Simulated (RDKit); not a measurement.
Input for RDKit: UFF on NH3 (SMILES N).

```python
from rdkit import Chem
from rdkit.Chem import AllChem, rdDetermineBonds

blocks = [
'''4

N     0.00000000   -0.00002166    0.27906864
H    -0.00000000    0.94280068   -0.09306197
H     0.81651180   -0.47143951   -0.09305334
H    -0.81651180   -0.47143951   -0.09305334
''',
]
mol = None
for b in blocks:
    f = Chem.MolFromXYZBlock(b)
    rdDetermineBonds.DetermineBonds(f, charge=0)
    mol = f if mol is None else Chem.CombineMols(mol, f)
Chem.SanitizeMol(mol)
print(Chem.MolToSmiles(Chem.RemoveHs(mol)))
ff = AllChem.UFFGetMoleculeForceField(mol, vdwThresh=100.0, ignoreInterfragInteractions=False)
e = ff.CalcEnergy()
print(f'UFF energy {e:.6f} kcal/mol')
```

Output:

```
N
UFF energy 1.521068 kcal/mol
```

The run finished.

Cost: around 0.03 core-seconds (rough).
